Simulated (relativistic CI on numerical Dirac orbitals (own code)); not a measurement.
**How well does a small relativistic CI reproduce Tl I?**

Computed by Dirac-Coulomb-Breit CI, KLI orbitals optimised for each configuration, model QED, valence Slater integrals scaled by 0.85, configuration energies shifted to the measured levels that pair with them (semi-empirical) (own radial code, finite nucleus).

Configurations in the expansion (outside the closed core [Xe] 4f14 5d10): 6s²6p, 6s²7s, 6s²7p, 6s²6d, 6s²8s, 6s²8p, 6s²7d, 6s6p², 6s²5f, 6s²8d, 6s²6f, 6s²5g, 6s²7f, 6s²8f. Levels of other configurations are missing.

```csv
Configuration,Term (tabulated),J,Measured (cm⁻¹),Computed,Error,Purity (%)
6s²6p,2P°,1/2,0.0,0,0,100
6s²6p,2P°,3/2,7792.7,7799,7,100
6s²7s,2S,1/2,26477.5,26477,0,100
6s²7p,2P°,1/2,34159.9,34176,16,100
6s²7p,2P°,3/2,35161.1,35145,-16,100
6s²6d,2D,3/2,36117.9,36171,53,98
6s²6d,2D,5/2,36199.9,36147,-53,98
6s²8s,2S,1/2,38745.9,38746,0,98
6s²8p,2P°,1/2,41368.1,41367,-1,100
6s²8p,2P°,3/2,41740.8,41742,1,100
6s²7d,2D,3/2,42011.4,42086,75,87
6s²7d,2D,5/2,42049.0,41974,-75,97
```

Measured levels from NIST Handbook of Basic Atomic Spectroscopic Data (Sansonetti and Martin, J. Phys. Chem. Ref. Data 34, 1559 (2005)); pairs were made by configuration, J and term (by order where the table uses no LS term), so strongly mixed levels may be paired wrongly.

Mean error by configuration (cm⁻¹): 6s²6p 7; 6s²7s 0; 6s²7p 0; 6s²6d 0; 6s²8s 0; 6s²8p 0; 6s²7d 0. Over the excited levels the mean absolute error is 27 cm⁻¹ (11 of the 11 excited levels that our extract of the source holds in range could be paired), and the median relative error of those above 1,000 cm⁻¹ is 0.046 %, both after the shifts were fitted to these levels, so that a configuration with one level shows no error.

Transition probabilities of persistent lines. The last column rescales the computed rate by the cube of measured over computed energy:

```
λ measured (Å)         Lower        Upper  A tabulated (s⁻¹)  A computed  A rescaled
   2379.69 air  6s²6p ²P°1/2  6s²7d ²D3/2           4.40e+07    4.53e+07    4.51e+07
   2580.14 air  6s²6p ²P°1/2  6s²8s ²S1/2           1.80e+07    3.06e+07    3.06e+07
   2767.87 air  6s²6p ²P°1/2  6s²6d ²D3/2           1.26e+08    1.25e+08    1.24e+08
   2918.32 air  6s²6p ²P°3/2  6s²7d ²D5/2           4.20e+07    3.37e+07    3.39e+07
   3229.75 air  6s²6p ²P°3/2  6s²8s ²S1/2           1.73e+07    3.25e+07    3.25e+07
   3519.24 air  6s²6p ²P°3/2  6s²6d ²D5/2           1.24e+08    1.30e+08    1.31e+08
   3529.43 air  6s²6p ²P°3/2  6s²6d ²D3/2           2.20e+07    2.33e+07    2.32e+07
   3775.72 air  6s²6p ²P°1/2  6s²7s ²S1/2           6.25e+07    6.89e+07    6.89e+07
   5350.46 air  6s²6p ²P°3/2  6s²7s ²S1/2           7.95e+07    8.64e+07    8.65e+07
```

Configurations whose levels could be paired with our table of measured levels were shifted onto them, all but the ground configuration, by the median error of their levels; single terms can still be off by 1,000 to 2,000 cm⁻¹ or more, and rates follow the energies as ν³ (E1, M1) or ν⁵ (E2). The others borrow a shift and can be off by several thousand cm⁻¹ or more. The fine structure of a lone outer electron comes out too small, for d and f at times inverted, and misplaced configurations move strength between like terms. 11 of the 11 excited levels that our extract of the measured tables holds in this range could be paired (the sources list more); they are missed by 27 cm⁻¹ on average and 75 at most, after the shifts were fitted to these levels, and levels without a partner can miss by more.

Shifts applied (cm⁻¹): 6s²6p 0; 6s²7s -376; 6s²7p -194; 6s²6d -74; 6s²8s -703; 6s²8p -687; 6s²7d -742.
